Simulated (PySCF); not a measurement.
Spectra and structures to be paired. Level of theory: TDDFT PBE0/def2-SVPD, vertical, gas phase, core orbitals frozen in the response in PySCF 2.14.0, density-fitted response routines. Geometries: GFN2-xTB; one conformer of each isolated species. Triplets are in the Tamm–Dancoff approximation.

A. `C([Si](N)(C#N)OCC)#N`
B. `FC(F)(F)CN([SiH3])[SiH3]`
C. `C(c1c(c1)=O)C=C`

Lowest singlet levels (six at most, fewer where fewer were computed) with oscillator strengths:

1. 202 nm (f 0.009); 188 nm (f 0.047); 186 nm (f 0.001); 182 nm (f 0.004); 176 nm (f 0.000); 174 nm (f 0.001); T1 5.79 eV
2. 288 nm (f 0.001); 222 nm (f 0.002); 218 nm (f 0.033); 199 nm (f 0.004); 196 nm (f 0.020); 187 nm (f 0.073); T1 3.88 eV
3. 207 nm (f 0.000); 183 nm (f 0.000); 178 nm (f 0.040); 173 nm (f 0.006); 165 nm (f 0.002); 164 nm (f 0.017); T1 5.69 eV

Question: Match each spectrum to its molecule.

Answer: 1 = A, 2 = C, 3 = B.
- A: S1 at 6.15 eV, HOMO→LUMO (97%); Löwdin shares by element: HOMO nitrogen 69% or more, hydrogen 13% or more, silicon 8%; LUMO carbon 33% or more, silicon 20%, nitrogen 16% or more (atoms not listed hold the other 30%); HOMO -8.83 and LUMO -1.38 eV; point group Cs, 1 of its 6 listed states under f = 0.0005.
- B: S1 at 5.99 eV, HOMO→LUMO (99%); Löwdin shares by element: HOMO nitrogen 51%, silicon 16%, carbon 8% or more (atoms not listed hold the other 25%); LUMO silicon 46%, hydrogen 13% or more (atoms not listed hold the other 42%); HOMO -7.49 and LUMO -0.15 eV; point group Cs, 2 of its 6 listed states under f = 0.0005.
- C: S1 at 4.31 eV, HOMO→LUMO (98%); Löwdin shares by element: HOMO oxygen 51%, carbon 39% or more; LUMO carbon 78% or more, hydrogen 7% or more (atoms not listed hold the other 15%); HOMO -6.77 and LUMO -0.85 eV.
